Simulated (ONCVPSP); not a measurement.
strontium (Sr): ONCV pseudisation with LDA (Perdew-Zunger), scalar-relativistic reference atom.

Sr (Z = 38), optimised norm-conserving Vanderbilt (ONCV), made with ONCVPSP 4.0.1 (LDA (Perdew-Zunger), scalar-relativistic). Core [Ar] 3d10 4s2, reference 4p6 5s1.75 (charge +0.25). Waves: 5s: rc 2.95 bohr, ncon 3, nbas 8, qcut 2.2 1/bohr, 2 projectors, debl 2.2 Ha; 4p: rc 1.45 bohr, ncon 4, nbas 9, qcut 5.5 1/bohr, 3 projectors, debl 3.1 Ha; d scattering state at 0.16 Ha: rc 2.65 bohr, ncon 3, nbas 6, qcut 3.4 1/bohr, 2 projectors, debl 2.2 Ha. Local part: polynomial inside 1.15 bohr (lpopt 5, dvloc0 0 Ha). Core correction: Teter function, fcfact 4.75, rcfact 1.3.

In the d channel the program set the typed energies aside and used 0.050, 2.250 Ha.

All-electron outer shells of the reference configuration (LDA (Perdew-Zunger), scalar-relativistic, ld1.x):

| shell | level (eV) | outermost node (bohr) | outermost maximum (bohr) |
| --- | --- | --- | --- |
| 4p | -24.33 | 0.61 | 1.32 |
| 5s | -4.82 | 1.65 | 3.58 |

Task: Does the generator finish with these settings?

Result: Yes, a potential is produced and its reference levels are reproduced.

Task: Estimate the cutoffs (Ha) at which the residual kinetic energy of the hardest occupied pseudo-wave falls to 1 and 0.1 mHa per electron.

Result: 18 Ha and 114 Ha.

Task: What does a ghost test show?

Result: Ghosts flagged at negative energy: s at -96.7 eV; GHOST(+) flagged for s at 61.1 eV, d at 245.1 eV. A true bound ghost makes a file unfit for plane-wave use.

Task: Which valence shell sets the plane-wave cutoff?

Result: 4p: 18 Ha for 1 mHa per electron, against 2 Ha for 5s.

Task: Tests: 4p6 5s2; 4p6 5s1; 4p6 5s0; 4p6 5s0 5p2. Which has the largest error in its energy relative to the reference configuration, and how large is it?

Result: 4p6 5s0, with +20 meV (all-electron minus pseudo) on +16.19 eV.
